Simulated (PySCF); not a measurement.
C4H5, SMILES C=[C]C=C, multiplicity 2. Atoms are numbered in the order given.

```xyz
9

C     -0.1764     1.8907     0.0000
C      0.1541     0.6261     0.0000
C      0.5003    -0.6843     0.0000
C     -0.3869    -1.7663     0.0000
H     -0.3236     2.4520     0.9344
H     -0.3236     2.4520    -0.9344
H      1.5787    -0.9025     0.0000
H     -1.4679    -1.6085     0.0000
H     -0.0096    -2.7905     0.0000
```
Charge 0, spin multiplicity 2.

Geometry optimised at r2SCAN-D4/def2-SVP. The isomer is the one that the SMILES or the coordinates give; other isomers of the formula were not compared. One conformer was computed; it need not be the lowest.

Method: ωB97X/def2-TZVPD run with PySCF.

Mulliken values depend strongly on the basis, most of all with diffuse functions as here. ESP charges are fitted to the potential on shells at 1.4 to 2.0 van der Waals radii. Atomic charges (e):

| atom | Mulliken | ESP fit | meta-Löwdin | Mulliken spin |
|---|---|---|---|---|
| C1 | -0.56 | ? | -0.29 | 0.06 |
| C2 | -0.06 | 0.15 | 0.03 | 0.32 |
| C3 | 0.03 | -0.13 | -0.14 | 0.02 |
| C4 | -0.87 | -0.43 | -0.25 | 0.42 |
| H5 | 0.27 | ? | 0.13 | 0.03 |
| H6 | 0.27 | ? | 0.13 | 0.03 |
| H7 | 0.30 | ? | 0.13 | -0.01 |
| H8 | 0.32 | 0.20 | 0.12 | 0.06 |
| H9 | 0.30 | 0.18 | 0.12 | 0.06 |

### Question
Some entries are withheld; supply them. (An estimate is asked for; the answer gives what the named calculation found.)

### Answer

- C1, ESP fit: -0.58
- H5, ESP fit: 0.23
- H6, ESP fit: 0.23
- H7, ESP fit: 0.15
